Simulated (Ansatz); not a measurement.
Reaction (substitution at a C–Ga bond): `[CH3][GaH][CH3]` + `[OH][GeH2][OH]` → `C[O][GeH2][OH]` + `[CH3][GaH2]`

Gas-phase electronic energies from Ansatz, PBE0-D4/def2-TZVP geometries. CCSD(T)/CBS is the MP2 limit (def2-TZVPP, def2-QZVPP) plus CCSD(T) − MP2 in def2-TZVPP, frozen cores. Functionals use def2-TZVPP. B3LYP here is the variant with VWN-RPA as its local correlation; programs differ in this. For Ga, Ge outer-core shells are correlated without core-valence functions, which leaves a few kJ/mol of doubt a bond. Scalar relativity is left out up to krypton. Each species was taken in one conformer, which may not be the lowest.

CCSD(T)/CBS gives +96.1 kJ/mol.

Question: Another level gave +73.5 kJ/mol. Which?
A. HF/def2-TZVPP
B. B3LYP-D4/def2-TZVPP
C. CCSD/def2-TZVPP
D. MP2/def2-TZVPP

Answer: A. HF/def2-TZVPP 73.5, CCSD/def2-TZVPP 90.3, B3LYP-D4 84.3, MP2/def2-TZVPP 100.1 kJ/mol.

Largest T1 diagnostic among the species: 0.012.

At CCSD(T), def2-SVP lies −25.3 kJ/mol from the extrapolated value and def2-TZVPP −4.4 kJ/mol. Leaving LDA and LC-ωPBE aside and taking each functional with its dispersion term where it has one, the values, not all of them listed here, spread over 13.9 kJ/mol, from B97M-V to PBE-QIDH. In def2-TZVPP, CCSD(T) changes the Hartree–Fock value by +18.2 kJ/mol (the triples alone add +1.5 kJ/mol) and MP2 by +26.6 kJ/mol.
